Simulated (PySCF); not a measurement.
Structure problem from calculated spectra and properties.

Elements present: C, F, H and N. Monoisotopic mass: 111.0296 u.

| Property | Result |
| --- | --- |
| 1H NMR | chemical shifts (computed TMS as zero) by class: 7.66 (1 H), 3.92 (3 H) ppm [GIAO PBE0/pcSseg-1] |
| Rotational structure | rotational constants A, B, C: 5.301, 1.556, 1.535 GHz [GFN2-xTB] |
| Polarisability | 49.1 au [PBE0/def2-SVPD] |
| Dipole | 3.35 D [PBE0/def2-SVPD] |
| 13C NMR | chemical shifts (computed TMS as zero) by class: 154.4 (1 C), 128.2 (1 C), 49.9 (1 C) ppm [GIAO PBE0/pcSseg-1] |
| NMR, other nuclei | isotropic shieldings of nuclei other than C and H, by class: -144 (1 N), 258 (3 F) ppm [GIAO PBE0/pcSseg-1] |
| Triplet | lowest triplet excitation (Tamm–Dancoff): 3.88 eV [TDA PBE0/def2-SVPD] |
| UV, strongest line | among the 6 lowest singlet transitions: S3 at 7.84 eV (158 nm, f = 0.242) [TDDFT PBE0/def2-SVPD] |

The electronic properties come from PySCF, for the isolated species, density fitting. Levels stand in brackets. Isolated species at its GFN2-xTB geometry, gas phase. Each NMR value is the plain mean over a class of atoms that symmetry, rotation or inversion makes alike.

**Question.** Which formula fits the mass and the elements?

**Answer.** C3H4F3N (calculated 111.0296). No other formula that holds each of these elements comes within 0.0003 u with a fitting electron parity and a possible valence count.

**Question.** Propose a structure and show how it fits.

**Answer.** Numbering: `[CH3:1]/[N:2]=[CH:3]/[C:4]([F:5])([F:6])[F:7]`. Its formula, C3H4F3N, gives 1 degree of unsaturation: 0 rings and 1 π bond in the structure found. 3 carbons fall into 3 classes; from least to most shielded: imine carbon [C3] (154.4 ppm), CF3 carbon [C4] (128.2 ppm), N-methyl carbon [C1] (49.9 ppm). Hydrogen classes from least to most shielded: 1 H on an imine carbon, C3 (7.66 ppm), 3 H on an N-methyl carbon, C1 (3.92 ppm, a mean of values up to 1.0 ppm apart in this geometry). The other shieldings belong to: -144 ppm, imine nitrogen [N2]; 258 ppm, fluorine of a CF3 group [F5/F6/F7]. The optimised geometry has point group C1 and is an asymmetric top. Structure: `C/N=C/C(F)(F)F`. Computed isomers that give other values at the same levels: `[H]/N=C(\C)C(F)(F)F` (13C chemical shifts (computed TMS as zero) by class: 170.9 (1 C), 129.2 (1 C), 24.9 (1 C) ppm). The assignments are read from this structure; whether some other isomer fits the data as well wasn't checked.

The values belong to the conformer `[CH3:1]/[N:2]=[CH:3]/[C:4]([F:5])([F:6])[F:7]`: N2–C3–C4–F5 -137°.
